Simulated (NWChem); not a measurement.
System meant: C₂H₆O₂Si; SMILES CO[SiH2]C=O

NWChem input:

```
start job
memory heap 200 mb stack 900 mb global 1100 mb
geometry units angstroms noautoz
  C     -1.150185    -1.650689     0.149699
  O      0.078505    -1.309584    -0.481306
  Si     1.044270    -0.039033     0.007365
  C      0.050490     1.630117    -0.023281
  O     -1.161868     1.665662    -0.160314
  H     -1.004761    -1.921191     1.221276
  H     -1.571980    -2.534303    -0.370517
  H     -1.879603    -0.815673     0.089739
  H      2.190460     0.042189    -0.956026
  H      1.566607    -0.203336     1.417571
  H      0.635518     2.604092     0.102198
end
basis spherical
  C library def2-svp
  O library def2-svp
  Si library def2-svp
  H library def2-svp
end
dft
  xc pbe0
  iterations 4
  mulliken
end
task dft energy
```

End of the output:

```
    Atom       Charge   Shell Charges
 -----------   ------   -------------------------------------------------------
    1 C    6     5.94   1.96  0.58  0.31  1.81  1.15  0.12
    2 O    8     8.27   1.97  0.90  0.60  2.73  2.05  0.02
    3 Si  14    13.49   2.00  1.93  0.66  0.33  5.82  1.28  1.02  0.46
    4 C    6     6.03   1.97  0.66  0.38  1.75  1.11  0.16
    5 O    8     8.14   1.98  0.94  0.66  2.66  1.88  0.03
    6 H    1     0.99   0.65  0.27  0.06
    7 H    1     0.97   0.65  0.26  0.06
    8 H    1     0.98   0.64  0.27  0.07
    9 H    1     1.09   0.64  0.42  0.02
   10 H    1     1.10   0.64  0.44  0.02
   11 H    1     1.01   0.64  0.30  0.06

 center of mass
 --------------
 x =  -0.00000506 y =   0.05694638 z =  -0.03888373

 moments of inertia (a.u.)
 ------------------
         580.714735196468           0.000000000000          -0.000000000000
           0.000000000000         326.040178383744           0.000000000000
          -0.000000000000           0.000000000000         846.439000932422

     Multipole analysis of the density
     ---------------------------------

     L   x y z        total         alpha         beta         nuclear
     -   - - -        -----         -----         ----         -------
     0   0 0 0     -0.000000    -24.000000    -24.000000     48.000000

     1   1 0 0      0.453339      0.226670      0.226670      0.000000
     1   0 1 0     -0.061584     -0.030792     -0.030792     -0.000000
     1   0 0 1      0.397564      0.198782      0.198782     -0.000000

     2   2 0 0    -28.373620   -101.403539   -101.403539    174.433459
     2   1 1 0      4.294309     -5.701585     -5.701585     15.697478
     2   1 0 1     -0.390411      0.379133      0.379133     -1.148676
     2   0 2 0    -28.416337   -167.227021   -167.227021    306.037705
     2   0 1 1     -0.718944      1.219935      1.219935     -3.158813
     2   0 0 2    -28.364193    -25.992946    -25.992946     23.621699

 ------------------------------------------------------------------------
 dft energy failed                                                                                  0
 ------------------------------------------------------------------------
 ------------------------------------------------------------------------
  current input line :
    27: task dft energy
 ------------------------------------------------------------------------
 ------------------------------------------------------------------------
 This type of error is most commonly associated with calculations not reaching convergence criteria
 ------------------------------------------------------------------------
 For more information see the NWChem manual at https://nwchemgit.github.io

0:dft energy failed:Received an Error in Communication
```

Find the fault in this run and fix the input.

Convergence was not reached. Cause: the SCF was allowed too few iterations. This input runs:
```
start job
memory heap 200 mb stack 900 mb global 1100 mb
geometry units angstroms noautoz
  C     -1.150185    -1.650689     0.149699
  O      0.078505    -1.309584    -0.481306
  Si     1.044270    -0.039033     0.007365
  C      0.050490     1.630117    -0.023281
  O     -1.161868     1.665662    -0.160314
  H     -1.004761    -1.921191     1.221276
  H     -1.571980    -2.534303    -0.370517
  H     -1.879603    -0.815673     0.089739
  H      2.190460     0.042189    -0.956026
  H      1.566607    -0.203336     1.417571
  H      0.635518     2.604092     0.102198
end
basis spherical
  * library def2-svp
end
dft
  xc pbe0
  iterations 150
  mulliken
end
task dft energy
```
It converges to -519.10798 Ha (PBE0/def2-SVP).
